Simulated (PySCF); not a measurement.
**MH₂ across the 3d metals**

Level: PBE0, basis family def2-TZVP, no relativity.

Each entry is the lowest minimum that a search over a few typed start shapes (and spin states, where more than one is plausible) found, or that minimum re-optimised at the stated level; isomers with ligand–ligand bonds, or fragments after loss of a ligand pair, can lie lower. Open shells are unrestricted; no spin–orbit coupling; PySCF with density fitting.

| molecule | 2S+1 | point group | mean bond to the central atom (Å) | highest ω (cm⁻¹) | distinct angles (°) | gap (eV) | atomisation (kJ/mol) |
| --- | --- | --- | --- | --- | --- | --- | --- |
| ScH₂ | 2 | C2v | 1.822 | 1511 | 120 | – | 502 |
| TiH₂ | 3 | C2v | 1.757 | 1598 | 122 | – | 513 |
| VH₂ | 4 | D∞h | 1.776 | 1619 | 180 | – | 483 |
| CrH₂ | 5 | C2v | 1.648 | 1680 | 111 | – | 395 |
| MnH₂ | 6 | D∞h | 1.692 | 1692 | 180 | – | 467 |
| FeH₂ | 5 | D∞h | 1.653 | 1762 | 180 | – | 485 |
| CoH₂ | 4 | D∞h | 1.603 | 1818 | 180 | – | 477 |
| NiH₂ | 3 | C2v | 1.539 | 1840 | 131 | – | 483 |
| CuH₂ | 2 | C2v | 1.521 | 1779 | 121 | – | 371 |
| ZnH₂ | 1 | D∞h | 1.545 | 1900 | 180 | 7.34 | 424 |

The bond length does not run in one direction; the largest change, -0.128 Å, falls between VH₂ and CrH₂ among the members listed.

The shape changes along the series: C2v for ScH₂ and TiH₂; D∞h for VH₂; C2v for CrH₂; D∞h for MnH₂ and FeH₂ and CoH₂; C2v for NiH₂ and CuH₂; D∞h for ZnH₂.

Some spin contamination in CrH₂.

Left out of the table are members whose search was unfinished or whose lowest solution was spin-contaminated, unstable, very soft or bonded differently.

Open d and f shells are single-determinant solutions and may miss the true ground state.
